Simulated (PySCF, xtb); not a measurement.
C5H4F2O, SMILES C1(C(C=CC1)=O)(F)F. Other conformers were not sampled.

Harmonic wavenumbers (cm⁻¹) from GFN2-xTB in xtb at its own minimum, in rising order: 50, 192, 277, 291, 381, 392, 546, 596, 660, 707, 738, 798, 893, 898, 1004, 1021, 1032, 1100, 1124, 1144, 1155, 1279, 1293, 1414, 1632, 1800, 2978, 2992, 3115, 3148.

**Question.** What does PBE-D3(BJ)/def2-SVP (PySCF 2.14.0) give at its own minimum? (An estimate is asked for; the answer gives what the named calculation found.)

**Answer.** 37, 208, 280, 287, 389, 409, 556, 615, 660, 702, 736, 798, 882, 943, 966, 1023, 1058, 1074, 1162, 1191, 1196, 1306, 1324, 1370, 1606, 1798, 2991, 3044, 3129, 3166. Paired by order, the mean absolute difference is 20 cm⁻¹ and the zero-point energies are 49.5 and 49.9 kcal/mol.
